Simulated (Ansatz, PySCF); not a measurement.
Molecule: boron oxyfluoride, BOF, net charge 0, singlet state. SMILES: O=BF
Geometry: optimised at B3LYP-D3(BJ)/def2-TZVP (Ansatz, an electronic-structure program).

BP86/def2-SVP beside other levels, property by property. Terms: no spin-orbit coupling; UHF or UKS for open shells; no dispersion term unless named; atomisation electronic, to ground-state atoms; frozen cores in correlated levels; non-relativistic; 6-31G* and kin with 6d, 5d where marked. CBS(X,Y): correlation extrapolated as X^-3; Hartree-Fock from the larger set. Ab initio and DFT rows: single points at B3LYP-D3(BJ) geometries (Ansatz), with unscaled harmonic terms from B3LYP/6-31G* at its own minima, enthalpies of formation by atomisation with measured atoms. A UHF reference is markedly spin-contaminated in at least one set, which strains HF and MP2.

Measured values: CRC Handbook, as tabulated in the package chemicals; they hold spin-orbit and core effects, anharmonicity. For O=BF (enthalpy of formation at 298 K) the tabulated value and CCSD(T)/CBS(aug-cc-pVTZ,aug-cc-pVQZ) (Ansatz) part by 7.7 kcal/mol: another conformer or state, missing terms or a fault of the table's entry are possible. Coupled cluster (Ansatz) is a level with limits of its own, used here on species with T1 under 0.025 (0.045 for open shells) and stable references: CCSD(T)/CBS(aug-cc-pVTZ,aug-cc-pVQZ).

| property | BP86/def2-SVP (PySCF) | HF/3-21G (Ansatz) | MP2/6-31G* (Ansatz) | B3LYP/def2-TZVPD (Ansatz) | to compare with |
|---|---|---|---|---|---|
| enthalpy of formation at 298 K (kcal/mol) | -156.6 | -2.6 | -140.7 | -135.7 | -145.1 measured |
| B-F bond dissociation enthalpy at 298 K, to F atom + [B]=O (kcal/mol) | 165.0 | 109.0 | 160.1 | 159.2 | 160.9 coupled cluster |
| atomisation energy (kcal/mol) | 376.2 | 222.2 | 360.3 | 355.3 | 357.0 coupled cluster |

As the rows show:
- enthalpy of formation at 298 K: BP86/def2-SVP lies 11.5 kcal/mol below the measured value.
- B-F bond dissociation enthalpy at 298 K, to F atom + [B]=O: BP86/def2-SVP lies 4.1 kcal/mol above coupled cluster.
- atomisation energy: BP86/def2-SVP lies 19.2 kcal/mol above coupled cluster.

The properties are those with a value to compare with, at most eight drawn at random. No case is left out for the size of its miss. Left out are saddle points of the reference geometry, anions that the best level run finds unbound, excited spin states, species near biochemistry, cases with under five habitual levels, runs that failed or whose electronic state is in doubt, and table entries that another table contradicts.
